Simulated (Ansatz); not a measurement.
Computed with Ansatz on PBE0-D4/def2-TZVP structures; ΔE is electronic, products minus reactants. CCSD(T)/CBS is the MP2 limit (def2-TZVPP, def2-QZVPP) plus CCSD(T) − MP2 in def2-TZVPP, frozen cores. DFT in def2-TZVPP. B3LYP here is the variant with VWN-RPA as its local correlation; programs differ in this. HSE06 is defined as in plane-wave codes. For Ge outer-core shells are correlated without core-valence functions, which leaves a few kJ/mol of doubt a bond. Scalar relativity is left out up to krypton. One conformer a species, not always the lowest.

`[SiH3]O[SiH2][GeH3]` + `C=C(O)S` → `C=C(O)S[SiH3]` + `O[SiH2][GeH3]`  (ligand exchange at the Si–O bond)

```csv
level,ΔE (kcal/mol),difference from CCSD(T)/CBS
LDA (SPW92),8.4,-2.9
revPBE-D4,7.4,-3.9
BLYP-D4,11.4,0.1
r2SCAN-D4,10.4,-0.9
B97M-V,11.4,0.1
PBE0-D4,9.0,-2.3
B3LYP-D4,12.2,0.9
r2SCANh-D4,10.6,-0.7
r2SCAN0-D4,10.9,-0.4
HSE06-D4,8.9,-2.4
BHLYP-D4,14.0,2.7
CAM-B3LYP-D4,13.6,2.3
ωB97X-V,11.3,0.0
ωB97M-V,11.1,-0.2
B2PLYP,12.7,1.4
PBE-QIDH,10.5,-0.8
PBE,8.3,-3.0
revPBE,8.5,-2.8
BLYP,12.6,1.3
r2SCAN,10.5,-0.8
B3LYP,13.2,1.9
r2SCANh,10.7,-0.6
r2SCAN0,11.0,-0.3
HSE06,9.4,-1.9
BHLYP,14.7,3.4
CAM-B3LYP,14.1,2.8
LC-ωPBE,10.7,-0.6
RPA@PBE/def2-TZVPP,12.7,1.4
HF/def2-SVP,16.1,4.8
CCSD/def2-SVP,12.9,1.6
CCSD(T)/def2-SVP,12.2,0.9
MP2/def2-TZVPP,11.0,-0.3
SCS-MP2/def2-TZVPP,12.8,1.5
CCSD/def2-TZVPP,13.0,1.7
CCSD(T)/def2-TZVPP,12.0,0.7
HF/def2-QZVPP,17.8,6.5
MP2/def2-QZVPP,10.8,-0.5
SCS-MP2/def2-QZVPP,12.5,1.2
HF/CBS(def2),17.9,6.6
CCSD/CBS(def2),12.4,1.1
CCSD(T)/CBS,11.3,0
```

Largest T1 diagnostic among the species: 0.012.

In def2-TZVPP, CCSD(T) changes the Hartree–Fock value by −5.3 kcal/mol (the triples alone add −1.1 kcal/mol) and MP2 by −6.3 kcal/mol. At CCSD(T), def2-SVP lies +0.9 kcal/mol from the extrapolated value and def2-TZVPP +0.7 kcal/mol.

CCSD(T)/CBS has its own doubt, a few kJ/mol and more with outer-core shells, so smaller differences from it don't rank the levels.
